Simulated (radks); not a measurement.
Ne+, configuration [He] 2s1 2p6 (not the ground configuration).

Method: scalar-relativistic Kohn-Sham, PBE, spin-polarised, spherical densities, point nucleus; open shells are filled with parallel spins first; computed with a radial shooting solver on a logarithmic mesh with Libxc functionals.

Energy parts (eV):
part                     energy
total                 -3465.331
kinetic                3465.243
electron-nucleus      -8209.819
Hartree                1599.555
exchange-correlation   -320.309

Orbitals (lengths in bohr, moments of r in powers of bohr; r(max) is where P^2 peaks):
orbital	occ.	eigenvalue (eV)	r(max)
1s up	1	-853.8879	0.1025
1s down	1	-852.8186	0.1026
2s up	1	-56.9478	0.6716
2s down	0	-54.6303	0.6742
2p up	3	-33.3779	0.6048
2p down	3	-31.3404	0.6062

The highest occupied level is 2p down at -31.340 eV. The configuration is held as typed, so some empty levels lie below it. The density falls to 0.001 e/bohr^3 at r = 2.67 bohr. Spin moment in Bohr magnetons: 1. Summed over all electrons, <r^2> = 7.062 bohr^2, which gives a Langevin (diamagnetic) susceptibility term of -5.59 x 10^-6 cm^3/mol.
